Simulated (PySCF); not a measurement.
Several orderings of computed values.

Each SMILES stands for a single optimised conformer of the isolated species, non-relativistic unless stated. Electronic properties by PySCF.

The conformers computed, where there is a choice (atom-mapped SMILES and torsion angles):
- `[CH3:1][O:2][BH2-:3][NH3+:4]`: C1–O2–B3–N4 85°
- `[NH3+:1][BH2-:2][CH2:3][OH:4]`: N1–B2–C3–O4 -48°, H–O4–C3–B2 -68°
- `[O:1]=[S:2](=[O:3])([O-:4])[OH:5]`: H–O5–S2–O1 -112°
- `[CH2:1]=[CH:2][CH2:3][C@@H:4]([CH3:5])[CH2:6][C:7]#[N:8]`: C1–C2–C3–C4 116°, C2–C3–C4–C5 176°, C3–C4–C6–C7 -61°
- `[O:1]=[PH:2]([OH:3])[OH:4]`: H–O3–P2–O1 -144°, H–O4–P2–O1 9°

Problem. Rank by smallest rotational constant, lowest first (PBE0-D3(BJ)/def2-SVP).
A. `C=CC[C@@H](C)CC#N`
B. `OC[BH2-][NH3+]`
C. `O=S(=O)([O-])O`
D. `[CH3][GaH2]`
E. `CO[BH2-][NH3+]`

Solution. A (1.160 GHz), E (4.079 GHz), B (4.359 GHz), C (4.860 GHz), D (8.418 GHz).

Problem. By how much do the two ends of that ranking differ?

Solution. By 7.258 GHz, between `[H][Ga]([H])[CH3]` and `C=CC[C@@H](C)CC#N`.

Problem. Rank by lowest singlet excitation, highest first (TDDFT CAM-B3LYP/def2-SVPD at PBE0-D3(BJ)/def2-SVP geometries).
A. `OC[BH2-][NH3+]`
B. `CO[BH2-][NH3+]`
C. `[GaH2][CH3]`
D. `O=[PH](O)O`
E. `BrP(Br)Br`

Solution. D (8.13 eV), A (6.20 eV), B (6.09 eV), C (5.17 eV), E (4.40 eV).

Problem. By how much do the two ends of that ranking differ?

Solution. By 3.73 eV, between `O=[PH](O)O` and `BrP(Br)Br`.

Problem. Rank by vertical ionisation energy, lowest first (ΔSCF CAM-B3LYP/def2-SVPD at PBE0-D3(BJ)/def2-SVP geometries).
A. `O=[PH](O)O`
B. `[NH3+][BH2-]CO`
C. `[H][Ga]([H])[CH3]`
D. `Cc1c[n]([GeH3])nn1`
E. `BrP(Br)Br`

Solution. D (9.18 eV), B (9.47 eV), E (10.03 eV), C (10.47 eV), A (11.58 eV).

Problem. Rank by electronic spatial extent ⟨r²⟩ about the centre of nuclear charge, lowest first (CAM-B3LYP/def2-SVPD at PBE0-D3(BJ)/def2-SVP geometries).
A. `[BH2-](OC)[NH3+]`
B. `[H][Ga]([H])[CH3]`
C. `O=[PH](O)O`
D. `BrP(Br)Br`
E. `[NH3+][BH2-]CO`
F. `Cc1c[n]([GeH3])nn1`

Solution. B (205 bohr²), C (306 bohr²), E (338 bohr²), A (361 bohr²), F (1388 bohr²), D (1693 bohr²).

Problem. Rank by HOMO–LUMO gap, highest first (CAM-B3LYP/def2-SVPD at PBE0-D3(BJ)/def2-SVP geometries).
A. `BrP(Br)Br`
B. `CO[BH2-][NH3+]`
C. `[PH](O)(=O)O`
D. `[NH3+][BH2-]CO`

Solution. C (11.08 eV), D (9.10 eV), B (8.90 eV), A (7.81 eV).

Problem. Give the two extremes of that set in kcal/mol.

Solution. `BrP(Br)Br`: 180 kcal/mol; `O=[PH](O)O`: 256 kcal/mol.

Problem. Rank by lowest triplet excitation (Tamm–Dancoff), highest first (TDA CAM-B3LYP/def2-SVPD at PBE0-D3(BJ)/def2-SVP geometries).
A. `O=[PH](O)O`
B. `BrP(Br)Br`
C. `[NH3+][BH2-]CO`
D. `CC1=C[N]([GeH3])N=N1`
E. `[H][Ga]([H])[CH3]`

Solution. A (7.75 eV), C (6.00 eV), E (4.80 eV), D (4.39 eV), B (3.84 eV).
